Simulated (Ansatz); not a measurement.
Two isomers of C2H6OSi: A = `[SiH3]C1CO1`, B = `C=C(O)[SiH3]`.

Isolated molecules relaxed with PBE0-D4/def2-TZVP in Ansatz; ΔE leaves out vibrations. CBS: MP2 limit from def2 TZ/QZ plus the TZ coupled-cluster correction, frozen cores. DFT in def2-TZVPP. Each species was taken in one conformer, which may not be the lowest.

(1) Which is lower in electronic energy at CCSD(T)/CBS, and by how much? (Estimate.)

(2) Give E(B) − E(A) in kJ/mol with MP2/def2-TZVPP, HF/def2-TZVPP, CCSD(T)/def2-SVP, PBE0-D4, CCSD/def2-TZVPP, r2SCAN-D4, PBE-D4. (An estimate is asked.)

(3) Does the order hold for the free energy at 298.15 K (harmonic terms from PBE0-D4)? (Best estimate.)

Largest T1 diagnostic: 0.013.

Results:

(1) Ansatz gave: B, by 69.0 kJ/mol.

(2) Ansatz gave: MP2/def2-TZVPP -60.0, HF/def2-TZVPP -73.6, CCSD(T)/def2-SVP -60.6, PBE0-D4 -58.5, CCSD/def2-TZVPP -64.9, r2SCAN-D4 -63.8, PBE-D4 -61.5. None reverses the order clearly.

(3) Ansatz gave: Yes: G(B) − G(A) = -75.5 kJ/mol, for one conformer each. Modes under 60 cm⁻¹, often nearly free rotors, make the harmonic entropy too high.

In def2-TZVPP, CCSD(T) changes the Hartree–Fock value by +7.8 kJ/mol (the triples alone add −0.9 kJ/mol) and MP2 by +13.7 kJ/mol. From BLYP to BHLYP (50 % exact exchange), in def2-TZVPP and without D4, E(B) − E(A) moves by +4.5 kJ/mol.
